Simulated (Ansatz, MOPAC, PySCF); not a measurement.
Complex: C2H2 (SMILES C#C) (first 4 atoms) with CH4O (SMILES CO); geometry from B3LYP-D3(BJ)/def2-TZVP.
(charge 0, multiplicity 1):
```xyz
10

C      0.34100     0.38004     0.13680
C     -0.40150    -0.53759     0.33835
H      0.99741     1.19485    -0.05179
H     -1.05680    -1.35444     0.52285
C      0.01969     0.28764     4.05546
O      0.78028    -0.69646     3.37440
H      0.44520     1.29156     3.94246
H      0.03254     0.02796     5.11355
H     -1.02289     0.31215     3.71842
H      0.74396    -0.50689     2.42905
```

Monomers are frozen at their geometry in the pair; levels with a basis set take the counterpoise correction. Rows marked so take none.

Rows in 6-311+G** carry no dispersion term and start afresh at each structure. The state reached by AM1 isn't checked.

Programs: Ansatz (a program for electronic structure) with Gaussian orbitals; MOPAC for AM1 (differences of heats of formation); PySCF for 6-311+G** rows, the dispersion terms. 

Task: One of these levels gives -0.48 kcal/mol for the interaction energy. Which?
A. B3LYP/6-311+G** (no counterpoise)
B. PBE-D4/def2-TZVPPD
C. AM1
D. BLYP/def2-TZVPPD

Result: C, AM1. The others give -3.32 (PBE-D4/def2-TZVPPD), -1.07 (BLYP/def2-TZVPPD), -1.72 (B3LYP/6-311+G** (no counterpoise))
